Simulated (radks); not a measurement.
Results of a calculation; reference values are marked as such.
Problem. The lanthanum ion La3+ is in [Xe]. Code: a radial shooting solver on a logarithmic mesh with Libxc functionals. Model: scalar-relativistic Kohn-Sham, LDA (Slater exchange, Perdew-Wang correlation), spin-polarised, spherical densities, finite nucleus; Fermi nuclear charge, rms radius of each element as measured or else 0.836 A^(1/3) + 0.57 fm. Open shells are filled with parallel spins first. One electron is removed from 4d, 4p, 5s, 5p in turn, with full relaxation. Which removal costs least, and what does each cost?

Solution. 5p 50.817 eV; 5s 68.440 eV; 4d 138.18 eV; 4p 234.69 eV. The 5p electron leaves first.
